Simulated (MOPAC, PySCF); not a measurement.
Isomers of CH4Si2. Gas-phase values, no solvent. Strings in code marks are SMILES.

Quantity: vertical ionisation energy (energy after one electron is removed minus that of the parent at the parent's geometry), in eV.

Level 1: B3LYP-D3(BJ)/def2-TZVP (PySCF)
Level 2: B3LYP/6-31G* // B3LYP-D3(BJ)/def2-TZVP (PySCF)
Level 3: minus the HOMO energy of AM1 // B3LYP-D3(BJ)/def2-TZVP (MOPAC)
Level 4: minus the HOMO energy of HF/3-21G // B3LYP-D3(BJ)/def2-TZVP (PySCF)

| species | level 1 | level 2 | level 3 | level 4 |
|---|---|---|---|---|
| `[SiH2]=C=[SiH2]` | 8.41 | 8.36 | 9.04 | 8.61 |
